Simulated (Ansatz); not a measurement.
Cartesian coordinates (Å):
```xyz
3

B      0.0000     0.3389     0.0000
H     -1.0773    -0.1696     0.0000
H      1.0773    -0.1693     0.0000
```
Charge 0, spin multiplicity 2.

Computed with frozen-core CCSD(T)/cc-pVTZ // PBE0-D4/def2-TZVP run with Ansatz (an electronic-structure program).

```
Property                      Result
----------------------  ------------
HF energy               -25.76025 Ha
MP2 correlation energy   -0.08240 Ha
```

Q: Estimate the CCSD correlation energy, the (T) correction, the total energy and the T1 diagnostic.

A: 
```json
{
  "CCSD correlation energy": "-0.10083 Ha",
  "(T) correction": "-0.00196 Ha",
  "CCSD(T) total energy": "-25.86304 Ha",
  "T1 diagnostic": "0.010"
}
```
